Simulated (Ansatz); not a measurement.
# Worked example: CH5BS + C2H3Al → BH2(SH) + C3H5Al

Species: CH5BS `BSC`, singlet; C2H3Al (ethynylalumane) `C#[C][AlH2]`, singlet; BH2(SH), singlet; C3H5Al `C#[C][AlH][CH3]`, singlet. The partners trade CH3 for H: S–CH3 and Al–H bonds give way to S–H and Al–CH3.

Shapes, held fixed at every level: PBE0-D4/def2-TZVP. Programs: Ansatz 0.2.0. Electronic energies: no zero-point or thermal term.

At CCSD(T)/CBS estimate; 1 Eh = 2625.50 kJ/mol:

| species | energy (Eh) |
| --- | --- |
| CH5BS | -463.640921 |
| C2H3Al | -319.850780 |
| BH2(SH) | -424.381978 |
| C3H5Al | -359.129368 |

Problem. Work out ΔE of the reaction at this level.

Solution. 
1. Products less reactants: (-424.381978) + (-359.129368) − [(-463.640921) + (-319.850780)] = -0.019645 Eh = -51.6 kJ/mol.

Other levels give -54.2 (HF/def2-SVP) to -49.1 kJ/mol (SPW92/def2-TZVPP). No measured value is set beside it here. The CBS estimate extrapolates MP2 from def2-TZVPP and def2-QZVPP and adds CCSD(T) − MP2 in the triple-zeta set, cores frozen.
